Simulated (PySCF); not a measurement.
Computed structure and properties of WF4

System: WF4 (singlet); start: displaced along the imaginary mode (D2d). Method: PySCF 2.14.0, RKS PBE0, W def2-SVP with ECP60, F def2-SVP; non-relativistic Hamiltonian with scalar-relativistic core potentials where named; density fitting; no spin-orbit coupling.

Input of the relaxation:

```python
mol = gto.M(atom='''
W      0.00000     0.00000    -0.00000
F      1.83424     0.00000     0.25000
F     -0.00000     1.83424    -0.25000
F     -1.83424    -0.00000     0.25000
F      0.00000    -1.83424    -0.25000''',
    basis={'W': 'def2-SVP', 'F': 'def2-SVP'},
    ecp={'W': 'def2-SVP'},
    charge=0, spin=0)
mf = dft.RKS(mol, xc='PBE0')
mf.grids.atom_grid = (50, 194)
mf = mf.density_fit()  # fitting sets: W def2-universal-JKFIT, F def2-universal-JKFIT
mf.conv_tol = 1e-08; mf.max_cycle = 55
mf.kernel(dm0)  # dm0: converged density of the start geometry
# quasi-Newton relaxation in Cartesian coordinates to a largest gradient under 0.00045 Eh/bohr, steps kept in the point group
```

Run from Python with OMP_NUM_THREADS=2; the lines above give its settings. Where DIIS fails, smearing, a level shift and second-order steps follow.
It took 23 s on 2 threads of Arm Neoverse N1 (shared host), from the converged density of the start.

Course of the relaxation:

| step | energy above end (eV) | largest force component within the symmetry (eV/Å) |
| --- | --- | --- |
| 0 | 0.0478 | 0.701 |
| 1 | 0.0191 | 0.184 |
| 2 | 0.0129 | 0.071 |
| 3 | 0.0032 | 0.190 |
| 4 | 0.0009 | 0.115 |
| 5 | 0.0000 | 0.013 |
| 6 | 0.0000 | 0.001 |

Relaxed geometry (D2d):

```xyz
5

W     0.0000    0.0000    0.0000
F     1.7980    0.0000    0.3536
F     0.0000    1.7980   -0.3536
F    -1.7980    0.0000    0.3536
F     0.0000   -1.7980   -0.3536
```

```tsv
contact	Å
W1–F2 (F)	1.832
W1–F3 (F)	1.832
W1–F4 (F)	1.832
W1–F5 (F)	1.832
```

On the finer grid (75, 302):

```json
{"HOMO": "-7.30 eV", "LUMO": "-3.42 eV", "Dipole about the centre of mass": "0.00 D", "Set of Mulliken populations of W1 outside the core potential": "s 2.78, p 6.31, d 3.48, f 0.22", "D3(BJ) dispersion energy (not in the energies)": "-0.064 eV"}
```

```tsv
atom	Mulliken (e)	Löwdin (e)	spin (e)
W1	1.21	0.35	0.00
F2	-0.30	-0.09	0.00
F3	-0.30	-0.09	0.00
F4	-0.30	-0.09	0.00
F5	-0.30	-0.09	0.00
```

On the grid (50, 194), as all that follows. Harmonic modes: a minimum; lowest 132 cm⁻¹ (negative: unstable), highest 757 cm⁻¹, zero-point energy 0.244 eV.

Taking off one F (charge -1, singlet; the rest: singlet) in vacuum, both parts rigid, costs 14.26 eV; the small basis without counterpoise inflates it. Most of it is the attraction of opposite charges; other ways to part are cheaper, and one spin state was tried for the rest.

Rigid scan of F along the line from its metal:

(distance to F2 (Å), energy (eV)): (1.53, 2.746), (1.63, 1.006), (1.73, 0.209), (1.83, 0.000), (1.93, 0.148), (2.03, 0.505), (2.23, 1.501), (2.53, 3.099), (2.93, 4.846), (3.43, 6.259)

One start shape was tried, so this needn't be the lowest isomer.
